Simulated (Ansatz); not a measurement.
`O=C1CBO1`, relaxed with RKS PBE-D4/def2-SVP in Ansatz from a rough embedded geometry. The force threshold is 0.03 eV/Å; the program also tests the step.

The species carries charge 0 and has multiplicity 1.

Start:

```xyz
8

O    -0.655    0.144   -2.176
C    -0.199   -0.119   -1.098
C    -0.357    0.419    0.221
B     0.677   -0.468    0.837
O     0.761   -1.064   -0.594
H     0.004    1.504    0.285
H    -1.364    0.321    0.652
H     1.133   -0.739    1.872
```

```
step  energy (eV)  largest force (eV/Å)  largest move (Å)
   1   -6879.5628                 4.327             0.000
   2   -6880.5005                 2.325             0.161
   3   -6880.5651                 1.866             0.151
   4   -6880.6778                 1.126             0.106
   5   -6880.7358                 0.255             0.062
   6   -6880.7381                 0.766             0.023
   7   -6880.7442                 0.117             0.012
   8   -6880.7447                 0.083             0.010
   9   -6880.7449                 0.033             0.002
  10   -6880.7449                 0.006             0.004
```

End:

```xyz
8

O    -0.525   -0.040   -2.175
C    -0.164   -0.119   -1.042
C    -0.416    0.562    0.306
B     0.656   -0.526    0.742
O     0.798   -1.064   -0.536
H    -0.139    1.635    0.323
H    -1.461    0.468    0.665
H     1.252   -0.916    1.717
```

Run time 13 s (2 threads of an Arm Neoverse V2 on a shared host); peak host memory 0.11 GiB.
